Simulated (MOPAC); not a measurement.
A run for MOPAC: AM1 on C3H8O (a complex), monomers drawn apart or pushed together.

```
AM1 1SCF PRECISE CHARGE=0 THREADS=1
C3H8O

H     -0.34819692 1    -0.23171982 1    -0.37029810 1
H     -0.25523136 1    -0.43205205 1     0.34241316 1
C      0.43698184 1    -0.30543280 1     4.88856309 1
C      0.24738216 1    -0.00635835 1     3.41826426 1
C      0.30941369 1     1.44940182 1     3.01389073 1
O      0.05600966 1    -0.88617973 1     2.61072446 1
H      1.42838825 1     0.02382652 1     5.21056973 1
H     -0.29038447 1     0.24947667 1     5.48620203 1
H      0.32903513 1    -1.37199214 1     5.07026162 1
H      0.21133897 1     1.54551694 1     1.93550229 1
H     -0.49271457 1     2.00569035 1     3.50603677 1
H      1.25120194 1     1.89533676 1     3.34293916 1
```

The log:

```
*******************************************************************************
 **                                                                           **
 **                              MOPAC v23.2.5                                **
 **                                                                           **
 *******************************************************************************
 ** MOPAC's Digital Object Identifier: https://doi.org/10.5281/zenodo.6511958 **
 **                                                                           **
 ** Please cite the open-source release paper for use of this MOPAC version:  **
 ** J. E. Moussa and J. J. P. Stewart (2026)                                  **
 ** MOPAC: An open-source semiempirical molecular orbital program             **
 ** J. Open Source Softw., 11(119), 8025, https://doi.org/10.21105/joss.08025 **
 *******************************************************************************

                              AM1 CALCULATION RESULTS

 *******************************************************************************
 *  AM1        - The AM1 Hamiltonian to be used
 *
 *
 *
 *                 CHARGE ON SYSTEM = 0
 *
 *
 *
 *  PRECISE    - TIGHTER CRITERIA TO BE USED
 *  1SCF       - DO 1 SCF AND THEN STOP
 *  THREADS=1  - MULTI-THREADING NOT USED
 *  T=         - A TIME OF 172800.0 SECONDS REQUESTED
 *  DUMP=N     - RESTART FILE WRITTEN EVERY 7200.0 SECONDS REQUESTED
 *******************************************************************************
AM1 1SCF PRECISE CHARGE=0 THREADS=1
 C3H8O

   ATOM   CHEMICAL          X               Y               Z
  NUMBER   SYMBOL      (ANGSTROMS)     (ANGSTROMS)     (ANGSTROMS)

     1       H         -0.34819692  *  -0.23171982  *  -0.37029810  *
     2       H         -0.25523136  *  -0.43205205  *   0.34241316  *
     3       C          0.43698184  *  -0.30543280  *   4.88856309  *
     4       C          0.24738216  *  -0.00635835  *   3.41826426  *
     5       C          0.30941369  *   1.44940182  *   3.01389073  *
     6       O          0.05600966  *  -0.88617973  *   2.61072446  *
     7       H          1.42838825  *   0.02382652  *   5.21056973  *
     8       H         -0.29038447  *   0.24947667  *   5.48620203  *
     9       H          0.32903513  *  -1.37199214  *   5.07026162  *
    10       H          0.21133897  *   1.54551694  *   1.93550229  *
    11       H         -0.49271457  *   2.00569035  *   3.50603677  *
    12       H          1.25120194  *   1.89533676  *   3.34293916  *



          CARTESIAN COORDINATES

    NO.       ATOM           X           Y           Z

     1         H         -0.3482     -0.2317     -0.3703
     2         H         -0.2552     -0.4321      0.3424
     3         C          0.4370     -0.3054      4.8886
     4         C          0.2474     -0.0064      3.4183
     5         C          0.3094      1.4494      3.0139
     6         O          0.0560     -0.8862      2.6107
     7         H          1.4284      0.0238      5.2106
     8         H         -0.2904      0.2495      5.4862
     9         H          0.3290     -1.3720      5.0703
    10         H          0.2113      1.5455      1.9355
    11         H         -0.4927      2.0057      3.5060
    12         H          1.2512      1.8953      3.3429

  H: (AM1): M.J.S. DEWAR ET AL, J. AM. CHEM. SOC. 107 3902-3909 (1985)
  C: (AM1): M.J.S. DEWAR ET AL, J. AM. CHEM. SOC. 107 3902-3909 (1985)
  O: (AM1): M.J.S. DEWAR ET AL, J. AM. CHEM. SOC. 107 3902-3909 (1985)

           Empirical Formula: C3 H8 O  =    12 atoms



      MOLECULAR POINT GROUP   :   Cs


      RHF CALCULATION, NO. OF DOUBLY OCCUPIED LEVELS = 13


 -------------------------------------------------------------------------------
 AM1 1SCF PRECISE CHARGE=0 THREADS=1
 C3H8O



     1SCF WAS SPECIFIED, SO BFGS WAS NOT USED
     SCF FIELD WAS ACHIEVED


                              AM1 CALCULATION
                                                       MOPAC v23.2.5 Linux




          FINAL HEAT OF FORMATION =        -50.39213 KCAL/MOL =    -210.84067 KJ/MOL


          COSMO AREA              =        119.09 SQUARE ANGSTROMS
          COSMO VOLUME            =         99.62 CUBIC ANGSTROMS

          IONIZATION POTENTIAL    =         10.627223 EV
          HOMO LUMO ENERGIES (EV) =        -10.627  0.966
          NO. OF FILLED LEVELS    =         13
          MOLECULAR WEIGHT        =         60.0956         POINT GROUP:  Cs

          MOLECULAR DIMENSIONS (Angstroms)

            Atom       Atom       Distance
            H     8    H     1     5.87652
            H     9    H    11     3.58688
            H     1    H    12     1.93056


          SCF CALCULATIONS        =          1





   ATOM   CHEMICAL          X               Y               Z
  NUMBER   SYMBOL      (ANGSTROMS)     (ANGSTROMS)     (ANGSTROMS)

     1       H         -0.34819692  *  -0.23171982  *  -0.37029810  *
     2       H         -0.25523136  *  -0.43205205  *   0.34241316  *
     3       C          0.43698184  *  -0.30543280  *   4.88856309  *
     4       C          0.24738216  *  -0.00635835  *   3.41826426  *
     5       C          0.30941369  *   1.44940182  *   3.01389073  *
     6       O          0.05600966  *  -0.88617973  *   2.61072446  *
     7       H          1.42838825  *   0.02382652  *   5.21056973  *
     8       H         -0.29038447  *   0.24947667  *   5.48620203  *
     9       H          0.32903513  *  -1.37199214  *   5.07026162  *
    10       H          0.21133897  *   1.54551694  *   1.93550229  *
    11       H         -0.49271457  *   2.00569035  *   3.50603677  *
    12       H          1.25120194  *   1.89533676  *   3.34293916  *

                             CARTESIAN COORDINATES

   1    H       -0.348196920    -0.231719820    -0.370298100
   2    H       -0.255231360    -0.432052050     0.342413160
   3    C        0.436981840    -0.305432800     4.888563090
   4    C        0.247382160    -0.006358350     3.418264260
   5    C        0.309413690     1.449401820     3.013890730
   6    O        0.056009660    -0.886179730     2.610724460
   7    H        1.428388250     0.023826520     5.210569730
   8    H       -0.290384470     0.249476670     5.486202030
   9    H        0.329035130    -1.371992140     5.070261620
  10    H        0.211338970     1.545516940     1.935502290
  11    H       -0.492714570     2.005690350     3.506036770
  12    H        1.251201940     1.895336760     3.342939160


           Empirical Formula: C3 H8 O  =    12 atoms



      MOLECULAR POINT GROUP   :   Cs


                  EIGENVALUES
 -39.96051 -32.55979 -29.08499 -20.81861 -16.53008 -16.20574 -16.18275 -14.11225
 -13.62765 -13.49035 -13.26045 -12.94839 -10.62722   0.96643   3.11945   3.90121
   4.01976   4.07555   4.26024   4.40333   4.70317   4.95602   5.07479   6.53582


              NET ATOMIC CHARGES AND DIPOLE CONTRIBUTIONS

  ATOM NO.   TYPE          CHARGE      No. of ELECS.   s-Pop       p-Pop
    1          H          -0.026008        1.0260     1.02601
    2          H           0.025304        0.9747     0.97470
    3          C          -0.270134        4.2701     1.22485     3.04528
    4          C           0.228004        3.7720     1.24230     2.52970
    5          C          -0.270543        4.2705     1.22480     3.04575
    6          O          -0.281797        6.2818     1.90510     4.37670
    7          H           0.096572        0.9034     0.90343
    8          H           0.095758        0.9042     0.90424
    9          H           0.104908        0.8951     0.89509
   10          H           0.105410        0.8946     0.89459
   11          H           0.096719        0.9033     0.90328
   12          H           0.095807        0.9042     0.90419
 DIPOLE           X         Y         Z       TOTAL
 POINT-CHG.     0.387     1.703     1.681     2.424
 HYBRID         0.062     0.288     0.266     0.397
 SUM            0.449     1.991     1.946     2.820


          ATOMIC ORBITAL ELECTRON POPULATIONS

     Atom    s        px        py        pz
    1  H   1.02601
    2  H   0.97470
    3  C   1.22485   1.03650   1.04470   0.96408
    4  C   1.24230   0.72090   0.90499   0.90382
    5  C   1.22480   1.03757   0.96512   1.04306
    6  O   1.90510   1.33172   1.49550   1.54948
    7  H   0.90343
    8  H   0.90424
    9  H   0.89509
   10  H   0.89459
   11  H   0.90328
   12  H   0.90419

 **********************
 *                    *
 * JOB ENDED NORMALLY *
 *                    *
 **********************




 == MOPAC DONE ==
```

The run finished.

Cost: very roughly 0.03 core-seconds.
